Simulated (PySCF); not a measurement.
## Löwdin shares of the frontier orbitals

Compound: C6H9O2P.
Cartesian coordinates in Å at the PBE0-D3(BJ)/def2-SVP level; atoms count from 1:
```xyz
18
C6H9O2P angstrom
C     -1.4469    1.8152    0.0218
P     -0.9982    0.4118    1.1393
C     -1.9742   -0.9562    0.3033
O     -1.9492   -0.9732   -1.0903
C      0.6472   -0.0076    0.4903
C      1.8588   -0.1065    1.1177
C      2.8158   -0.4807    0.1245
C      2.1210   -0.5873   -1.0415
O      0.8179   -0.3036   -0.8382
H     -2.4437    2.1858    0.3047
H     -0.7244    2.6329    0.1544
H     -1.4698    1.4973   -1.0299
H     -3.0237   -0.8318    0.6181
H     -1.6182   -1.9038    0.7562
H     -1.0232   -0.9989   -1.3651
H      2.0353    0.0694    2.1767
H      3.8821   -0.6487    0.2589
H      2.4058   -0.8445   -2.0590
```

Computed with TDDFT CAM-B3LYP/def2-SVPD, vertical, gas phase, core orbitals frozen in the response (PySCF 2.14.0, density-fitted response routines).

Frontier orbitals with the atoms that hold most of them (Löwdin shares over 4%, at most four atoms; ? is withheld):

| orbital | ε (eV) | atoms |
| --- | --- | --- |
| LUMO+2 | 1.69 | P2 13%, C1 11%, H18 9%, C7 9% |
| LUMO+1 | 1.21 | C8 12%, O9 11%, C1 9%, O4 9% |
| LUMO | 0.56 | ? |
| HOMO | -8.16 | ? |
| HOMO-1 | -8.22 | P2 32%, C5 17%, C8 13%, C1 8% |
| HOMO-2 | -9.48 | O4 39%, P2 14%, C3 14%, C1 7% |
| HOMO-3 | -9.82 | C6 25%, C7 25%, O9 23%, C5 8% |

Q: Give the leading atoms of the HOMO.

A: P2 (bonded to 3 C) 27%; C5 (bonded to C, O and P) 14%; O4 (bonded to C and H) 13%; C8 (bonded to C, O and H) 11%. By element: phosphorus 27%, carbon 26% or more, oxygen 13% or more.

Q: Which atoms hold the LUMO, and with what shares?

A: C5 (bonded to C, O and P) 17%; C8 (bonded to C, O and H) 17%; C6 (bonded to 2 C and H) 15%; O9 (bonded to 2 C) 14%. By element: carbon 49% or more, oxygen 14% or more.

Q: The HOMO–LUMO gap is 8.72 eV. Where does the response calculation put the lowest singlet, and from which orbitals?

A: S1 is at 5.68 eV (f = 0.018), 3.04 eV below the gap, made of HOMO→LUMO (54%), HOMO-1→LUMO (40%). 

Next come S2 at 5.85 eV (f 0.289), HOMO-1→LUMO (55%), HOMO→LUMO (41%); S3 at 6.58 eV (f 0.0066), HOMO→LUMO+1 (70%), HOMO-1→LUMO+1 (16%); S4 at 6.69 eV (f 0.043), HOMO-1→LUMO+1 (50%), HOMO→LUMO+2 (25%); S5 at 6.85 eV (f 0.0036), HOMO-3→LUMO (55%), HOMO-1→LUMO+6 (18%), HOMO→LUMO+6 (16%).

One conformer stands for the species.
